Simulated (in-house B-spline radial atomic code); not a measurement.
Computed with a B-spline radial atomic code. Model: two electrons, singlet ground state, non-relativistic, full CI in B-splines with partial waves to l = 8 (at full coupling up to 3e-4 hartree above the limit, correlation up to 0.6 % small), density held at that of full coupling by Lieb maximisation.

W(λ) is the mean repulsion in the state of coupling λ less the Hartree energy of the fixed density. Its start is exact exchange, its initial slope is twice the second-order Görling-Levy correlation energy, and its area from 0 to 1 is E_xc. A straight curve means weak, dynamic correlation, and a curve that drops fast and flattens means strong correlation.

Command:
```bash
python run_ac.py task.json out
```
Settings (lengths in bohr, energies in hartree):
```
potential              yukawa
strength               5.2
lmax                   8
second                 0.247
```

Cost of the run: 7.2 s on 1 thread of Intel(R) Xeon(R) Processor @ 2.30GHz, with other jobs on the host.

**W = mean repulsion less Hartree energy, and W of three functionals.**

Given: confinement screened point charge; nuclear charge 5.2; screening of the nucleus 0.247 1/bohr; external potential -Z exp(-k r)/r.

Computed: LDA exchange minus exact 425.71 millihartree; SCAN exchange minus exact -4.4656 millihartree.

| coupling | W xc (hartree) | W xc minus exchange (millihartree) | kinetic minus Kohn-Sham (millihartree) | LDA (PW92) W minus its exchange (millihartree) | PBE W minus its exchange (millihartree) | SCAN W minus its exchange (millihartree) |
| --- | --- | --- | --- | --- | --- | --- |
| 0 | -3.0197 | 0 | 0 | 0 | 0 | 0 |
| 0.02 | -3.0215 | -1.871 | 0 | -14.5 | -1.87 | -1.84 |
| 0.05 | -3.0243 | -4.67 | 0.1 | -30.67 | -4.69 | -4.58 |
| 0.12 | -3.0308 | -11.15 | 0.7 | -61.1 | -11.31 | -10.85 |
| 0.25 | -3.0427 | -23.004 | 2.9 | -106.18 | -23.64 | -22.2 |
| 0.4 | -3.0561 | -36.399 | 7.2 | -149.1 | -37.78 | -34.89 |
| 0.6 | ? | ? | ? | ? | ? | ? |
| 0.8 | -3.0904 | -70.712 | 27.7 | -240.07 | -74.59 | -66.97 |
| 1 | -3.1068 | -87.139 | 42.5 | -277.93 | -92.37 | -82.18 |
| 1.4 | -3.1383 | -118.63 | 80.2 | -344.12 | -126.61 | -111.16 |
| 2 | -3.1824 | -162.74 | 155 | -427.21 | -174.73 | -151.51 |
| 3 | -3.2485 | -228.87 | 319.7 | -538.6 | -247.04 | -211.82 |
| 4.5 | -3.3335 | -313.79 | 636.2 | -667.69 | -340.13 | -289.51 |
| 7 | ? | ? | ? | ? | ? | ? |
| 10 | -3.5483 | -528.64 | 2138.6 | -963.12 | -580.39 | -491.51 |

Problem. What belongs in the row 0.6?

Solution. W xc (hartree): -3.0735; W xc minus exchange (millihartree): -53.805; kinetic minus Kohn-Sham (millihartree): 15.9; LDA (PW92) W minus its exchange (millihartree): -197.75; PBE W minus its exchange (millihartree): -56.38; SCAN W minus its exchange (millihartree): -51.22.

Problem. What belongs in the row 7?

Solution. W xc (hartree): -3.4462; W xc minus exchange (millihartree): -426.53; kinetic minus Kohn-Sham (millihartree): 1278; LDA (PW92) W minus its exchange (millihartree): -825.85; PBE W minus its exchange (millihartree): -464.88; SCAN W minus its exchange (millihartree): -394.18.

Problem. What is the PBE exchange minus exact?

Solution. 54.324 millihartree.

**Energy parts, natural occupations and partial-wave weights.**

Computed: total energy -21.4726 hartree; correlation energy -0.044634 hartree; kinetic part of the DFT correlation energy 0.042505 hartree; kinetic part over minus potential part 0.48778; Hartree energy 6.0393 hartree; Kohn-Sham kinetic 23.81 hartree; Lieb Oxford ratio E_xc over LDA exchange 1.1813.

```tsv
natural	occupation of the shell (electrons)
s	1.9979
p	0.001148
s	0.00077894
d	?
p	4.3078e-05
s	1.7717e-05
```

Problem. What belongs in the row d?

Solution. occupation of the shell (electrons): 6.0758e-05.

| wave | weight |
| --- | --- |
| s | 0.99936 |
| p | ? |
| d | 3.4158e-05 |
| f | 5.0105e-06 |
| g | 1.1899e-06 |

Problem. What belongs in the row p?

Solution. weight: 0.00059778.

Problem. What is the initial slope twice GL2?

Solution. -0.093654 hartree.

Problem. What is the exchange energy?

Solution. -3.0197 hartree.

Half-way to full coupling W has made 52 % of its drop, against 50 % for a straight line, and second-order (GL2) theory, half the initial slope, overshoots the correlation energy by about 5 %: correlation is weak here. Over couplings 0 to 1 the errors in E_xc come to about +306 millihartree for LDA, +52 millihartree for PBE, -2.3 millihartree for SCAN, so SCAN is nearest. In LDA and PBE and SCAN the errors of exchange and correlation have opposite signs, so the sum is smaller than the larger of the two.
